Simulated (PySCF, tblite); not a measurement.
Species: C4H11BO2.
Atom-mapped SMILES: `[CH3:1][B:2]([OH:3])[O:4][CH:5]([CH3:6])[CH3:7]` (hydrogens: H8, H9, H10 on C1; H11 on O3; H12 on C5; H13, H14, H15 on C6; H16, H17, H18 on C7)

Computed with GFN2-xTB (tblite), gas phase: nudged elastic band of 9 images (0 to 8), spring 0.2 eV/Å², climbing image at the end, force threshold 0.05 eV/Å. No saddle search or frequency run followed, so the top image need not be a first-order saddle, and its height can exceed the method's true barrier by a kcal/mol or more.

Path: rotation about C5–O4 (sp3 carbon bound to oxygen, boron-bound oxygen), followed by the dihedral C7–C5–O4–B2.

Image 0 (start, dihedral -89°):
```
atom  x, y, z in Å
C1      2.745   -0.589    0.051
B2      1.348    0.104    0.400
O3      1.200    0.963    1.456
O4      0.296   -0.174   -0.389
C5     -1.006    0.358   -0.179
C6     -1.683    0.505   -1.539
C7     -1.792   -0.573    0.742
H8      2.667   -1.215   -0.831
H9      3.090   -1.213    0.873
H10     3.520    0.152   -0.135
H11     1.996    1.133    1.956
H12    -0.913    1.342    0.299
H13    -2.670    0.942   -1.417
H14    -1.089    1.144   -2.186
H15    -1.780   -0.470   -2.010
H16    -1.303   -0.628    1.711
H17    -2.805   -0.203    0.875
H18    -1.830   -1.571    0.312
```

Image 8 (end, +0.008 eV, dihedral 62°):
```
atom  x, y, z in Å
C1      2.764   -0.041    0.104
B2      1.180   -0.264    0.150
O3      0.635   -1.422    0.641
O4      0.412    0.739   -0.308
C5     -1.007    0.768   -0.364
C6     -1.546   -0.323   -1.287
C7     -1.621    0.666    1.030
H8      3.027    0.817   -0.505
H9      3.283   -0.910   -0.296
H10     3.157    0.134    1.103
H11     1.271   -2.070    0.940
H12    -1.243    1.754   -0.791
H13    -2.622   -0.221   -1.397
H14    -1.080   -0.243   -2.267
H15    -1.317   -1.298   -0.868
H16    -1.220    1.446    1.673
H17    -2.701    0.776    0.970
H18    -1.382   -0.301    1.463
```

Q: What do the inner images look like?

A: 
Image 1: +0.007 eV, dihedral -71°
```
atom  x, y, z in Å
C1      2.751   -0.537    0.018
B2      1.325    0.066    0.414
O3      1.103    0.682    1.616
O4      0.327   -0.045   -0.479
C5     -0.994    0.433   -0.252
C6     -1.732    0.416   -1.588
C7     -1.701   -0.434    0.787
H8      2.736   -0.972   -0.975
H9      3.054   -1.315    0.717
H10     3.526    0.227    0.035
H11     1.861    0.730    2.196
H12    -0.932    1.463    0.125
H13    -2.724    0.845   -1.472
H14    -1.180    0.991   -2.327
H15    -1.825   -0.606   -1.946
H16    -1.183   -0.355    1.740
H17    -2.729   -0.107    0.912
H18    -1.692   -1.473    0.467
```

Image 2: +0.040 eV, dihedral -54°
```
atom  x, y, z in Å
C1      2.761   -0.475   -0.016
B2      1.311    0.035    0.429
O3      1.061    0.391    1.728
O4      0.350    0.098   -0.507
C5     -0.996    0.508   -0.299
C6     -1.751    0.311   -1.613
C7     -1.661   -0.279    0.828
H8      2.817   -0.664   -1.082
H9      3.018   -1.398    0.500
H10     3.529    0.255    0.235
H11     1.802    0.283    2.322
H12    -0.989    1.577   -0.037
H13    -2.766    0.687   -1.516
H14    -1.252    0.839   -2.421
H15    -1.787   -0.747   -1.861
H16    -1.166   -0.065    1.770
H17    -2.709   -0.005    0.904
H18    -1.582   -1.344    0.624
```

Image 3: +0.085 eV, dihedral -36°
```
atom  x, y, z in Å
C1      2.773   -0.397   -0.048
B2      1.296   -0.014    0.440
O3      1.026    0.047    1.783
O4      0.366    0.229   -0.495
C5     -1.003    0.576   -0.327
C6     -1.740    0.201   -1.614
C7     -1.657   -0.107    0.870
H8      2.890   -0.340   -1.125
H9      3.022   -1.411    0.260
H10     3.514    0.261    0.403
H11     1.765   -0.192    2.340
H12    -1.049    1.668   -0.193
H13    -2.778    0.517   -1.547
H14    -1.279    0.678   -2.474
H15    -1.709   -0.876   -1.757
H16    -1.222    0.252    1.797
H17    -2.724    0.096    0.871
H18    -1.498   -1.181    0.806
```

Image 4 (top): +0.115 eV, dihedral -15°
```
atom  x, y, z in Å
C1      2.784   -0.306   -0.058
B2      1.272   -0.081    0.429
O3      0.956   -0.341    1.737
O4      0.381    0.349   -0.473
C5     -1.007    0.632   -0.350
C6     -1.715    0.087   -1.594
C7     -1.654    0.070    0.911
H8      2.949   -0.021   -1.091
H9      3.060   -1.355    0.046
H10     3.476    0.264    0.559
H11     1.691   -0.666    2.253
H12    -1.097    1.730   -0.346
H13    -2.771    0.342   -1.554
H14    -1.283    0.510   -2.496
H15    -1.615   -0.995   -1.634
H16    -1.240    0.541    1.796
H17    -2.726    0.245    0.880
H18    -1.470   -0.999    0.972
```

Image 5: +0.111 eV, dihedral 6°
```
atom  x, y, z in Å
C1      2.789   -0.213   -0.042
B2      1.245   -0.146    0.388
O3      0.868   -0.715    1.577
O4      0.393    0.467   -0.442
C5     -1.011    0.677   -0.367
C6     -1.677   -0.034   -1.548
C7     -1.649    0.243    0.948
H8      2.995    0.287   -0.982
H9      3.106   -1.250   -0.140
H10     3.421    0.240    0.721
H11     1.593   -1.101    2.064
H12    -1.146    1.763   -0.489
H13    -2.747    0.158   -1.535
H14    -1.265    0.325   -2.487
H15    -1.509   -1.106   -1.480
H16    -1.197    0.772    1.781
H17    -2.714    0.460    0.923
H18    -1.504   -0.823    1.098
```

Image 6: +0.079 eV, dihedral 29°
```
atom  x, y, z in Å
C1      2.784   -0.136   -0.006
B2      1.214   -0.199    0.318
O3      0.771   -1.038    1.307
O4      0.401    0.586   -0.401
C5     -1.014    0.719   -0.373
C6     -1.627   -0.147   -1.475
C7     -1.640    0.410    0.983
H8      3.024    0.547   -0.813
H9      3.152   -1.123   -0.284
H10     3.348    0.175    0.872
H11     1.473   -1.499    1.763
H12    -1.196    1.777   -0.616
H13    -2.705   -0.013   -1.494
H14    -1.219    0.134   -2.442
H15    -1.402   -1.195   -1.292
H16    -1.193    1.036    1.751
H17    -2.708    0.605    0.945
H18    -1.472   -0.630    1.245
```

Image 7: +0.035 eV, dihedral 48°
```
atom  x, y, z in Å
C1      2.768   -0.088    0.044
B2      1.184   -0.224    0.231
O3      0.668   -1.255    0.973
O4      0.406    0.698   -0.359
C5     -1.014    0.756   -0.373
C6     -1.568   -0.252   -1.380
C7     -1.622    0.560    1.013
H8      3.040    0.751   -0.586
H9      3.178   -0.991   -0.407
H10     3.265    0.041    1.004
H11     1.327   -1.814    1.379
H12    -1.244    1.773   -0.725
H13    -2.650   -0.168   -1.438
H14    -1.146   -0.060   -2.364
H15    -1.302   -1.260   -1.074
H16    -1.238    1.315    1.696
H17    -2.704    0.645    0.961
H18    -1.357   -0.421    1.394
```

The largest changes of bonds and angles from start to top: C1–B2 1.599 → 1.604 Å, C5–C6 1.526 → 1.531 Å, B2–O4 1.343 → 1.339 Å, C5–H12 1.098 → 1.101 Å, B2–O4–C5 123.5 → 131.0°, O4–C5–C7 109.4 → 114.3°, C1–B2–O3 122.3 → 118.7°. GFN2-xTB torsional profiles can miss by a kcal/mol or more and can put conformers in the wrong order.

Q: What do single points at PBE0/pcSseg-1 (PySCF, no dispersion term) give on some images?

A: 
```tsv
image	GFN2-xTB E (eV)	DFT E (eV)	HOMO (eV)	LUMO (eV)	dipole (D)
0	0.000	0.000	-8.29	1.21	1.18
2	0.040	0.085	-8.31	1.21	1.15
4	0.115	0.222	-8.23	1.25	0.92
6	0.079	0.192	-8.27	1.23	0.95
8	0.008	0.091	-8.32	1.20	1.18
```

Energies count from image 0 at each level. At the GFN2-xTB top the DFT energy is 5.1 kcal/mol against 2.6; the geometries weren't optimised at the DFT level.

The cost below is that of the whole band run. On one thread, Arm Neoverse V1 (aarch64), shared host with 32 logical CPUs at a one-minute load of 17, this took 3.2 s and 0.18 GiB of memory at its peak.
